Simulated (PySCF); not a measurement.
Si(F)(NMe2) (C₂H₆FNSi), SMILES CN(C)[Si]F (connectivity only; charge and spin as stated), neutral, multiplicity 1. Atoms are numbered in the order given.

```xyz
11

Si    -0.8285     0.8905     0.0000
F      0.4830     1.9232     0.0000
N      0.0263    -0.6361     0.0000
C     -0.7413    -1.8699     0.0000
C      1.4687    -0.8145     0.0000
H     -0.5199    -2.4903    -0.8984
H     -0.5199    -2.4903     0.8984
H     -1.8288    -1.6433     0.0000
H      1.8037    -1.3833     0.8974
H      1.8037    -1.3833    -0.8974
H      1.9644     0.1740     0.0000
```

Geometry: PBE-D3(BJ)/def2-SVP. The values are those of a single conformer.

Method: HF/pcSseg-1 run with PySCF.

GIAO shieldings, no solvent; atoms listed in one row are averaged. δ = σ(ref) − σ: ²⁹Si against TMS (σ = 393.8 ppm); ¹⁹F against CFCl3 (σ = 238.5 ppm); ¹⁵N against NH3 (σ = 267.3 ppm); ¹³C against TMS (σ = 192.6 ppm); ¹H against TMS (σ = 31.99 ppm), references at their B3LYP-D3(BJ)/def2-TZVP geometries, non-relativistic.

Computed chemical shifts:
| nucleus | atoms | count | δ (ppm) |
|---|---|---|---|
| ²⁹Si | Si1 | 1 | 104.9 |
| ¹⁹F | F2 | 1 | -20.4 |
| ¹⁵N | N3 | 1 | 136.9 |
| ¹³C | C4, C5 | 2 | 36.3 |
| ¹H | H9, H10, H11 | 3 | 3.37 |
| ¹H | H6, H7, H8 | 3 | 3.22 |
